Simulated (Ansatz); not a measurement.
In(H)(Et)(OH) (C2H7InO), SMILES C[CH2][InH][OH].

Geometry optimised at B3LYP-D3(BJ)/def2-SVP. The structure was generated by enumeration; whether it is a known compound was not checked. The def2 effective core potentials stand for the cores of In; spin–orbit coupling is left out. One conformer was computed; it need not be the lowest.

Two levels are set side by side: PBE/def2-SVPD (Ansatz, a program for electronic structure) and PBE0/def2-SVPD (Ansatz). Energy differences of separate SCF runs at the same geometry; the states with an electron removed or added have multiplicity 2 and 2. Differences are taken from unrounded values.

```tsv
quantity	PBE0	PBE	PBE minus PBE0
vertical ionisation energy (eV)	9.35	9.09	-0.26
vertical singlet–triplet gap (eV)	4.64	4.39	-0.25
```
